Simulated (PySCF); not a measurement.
# Mayer bond orders and bond lengths

Compound: C₂H₁₀OSSi₄.
Atom-mapped SMILES: `[O:1]=[CH:2][SiH2:3][Si@:4]1([SiH3:5])[SiH2:6][CH2:7][S:8]1` (hydrogens: H9 on C2; H10, H11 on Si3; H12, H13, H14 on Si5; H15, H16 on Si6; H17, H18 on C7)

Structure used (GFN2-xTB), in Å, numbered top down from 1:
```
atom  x, y, z in Å
O1    -2.4394   -0.0608   -0.8365
C2    -2.8181   -0.2801    0.2940
Si3   -1.5158   -0.3239    1.6974
Si4    0.1617    0.2759    0.1785
Si5   -0.0427    2.4536   -0.6962
Si6    1.1122   -1.4556   -1.1171
C7     2.6592   -1.1540   -0.0206
S8     2.1490    0.1275    1.1882
H9    -3.8964   -0.4451    0.4733
H10   -2.0140    0.5922    2.7326
H11   -1.6501   -1.6586    2.3009
H12    0.8135    2.6715   -1.8672
H13   -1.4337    2.6536   -1.0975
H14    0.2949    3.4955    0.2794
H15    0.6555   -2.8440   -0.9690
H16    1.4474   -1.2519   -2.5314
H17    3.5181   -0.7667   -0.5645
H18    2.9900   -2.0227    0.5439
```

Bond orders from the PBE0/pcSseg-1 density (PySCF). One conformer (not necessarily the lowest) at the GFN2-xTB geometry, without solvent, vibrations or thermal averaging.

Task: How far do the computed orders between heavy atoms stray from the drawn ones?

Result: The largest departure is 0.182, at Si3–Si4 (drawn single, 0.818). Drawn single, order below 0.88: C2–Si3 (0.829), Si3–Si4 (0.818), Si4–Si5 (0.825), Si4–Si6 (0.840) and Si6–C7 (0.871).

Task: Give the Mayer order of every bond, beside its length.

Result: 
```csv
bond,drawn as,length (Å),Mayer order
O1–C2,double,1.212,1.902
C2–Si3,single,1.915,0.829
Si3–Si4,single,2.341,0.818
Si4–Si5,single,2.356,0.825
Si4–Si6,single,2.362,0.840
Si6–C7,single,1.920,0.871
C7–S8,single,1.834,0.989
S8–Si4,single,2.234,0.911
C2–H9,single,1.106,0.912
Si3–H10,single,1.469,0.937
Si3–H11,single,1.471,0.949
Si5–H12,single,1.467,0.943
Si5–H13,single,1.462,0.922
Si5–H14,single,1.467,0.935
Si6–H15,single,1.469,0.949
Si6–H16,single,1.468,0.950
C7–H17,single,1.088,0.936
C7–H18,single,1.088,0.938
```

By pair of heavy elements: C–Si: lowest C2–Si3 (0.829, 1.915 Å), highest Si6–C7 (0.871, 1.920 Å); in 1 of the 1 pairs the longer bond (by over 0.003 Å) has the higher order (by 0.02 or more). Si–Si: lowest Si3–Si4 (0.818, 2.341 Å), highest Si4–Si6 (0.840, 2.362 Å); in 1 of the 3 pairs the longer bond (by over 0.003 Å) has the higher order (by 0.02 or more).

Task: Sum the orders of all bonds at each heavy atom with more than one neighbour and set the sums beside the valence in the SMILES.

Result: C2 3.643 (drawn 4), Si3 3.533 (drawn 4), Si4 3.394 (drawn 4), Si5 3.625 (drawn 4), Si6 3.610 (drawn 4), C7 3.734 (drawn 4), S8 1.900 (drawn 2). Orders between atoms that aren't bonded are not in these sums.

The Mayer order sums products of elements of PS (density times overlap matrix) between the two atoms' basis functions, so it depends on the basis set.

These values come from a run that also computed NMR shieldings. Time: 2.2 min of wall time (grids of density and orbitals included); peak memory 1.1 GiB. Hardware: an Arm Neoverse N1 with one thread, on a shared host.
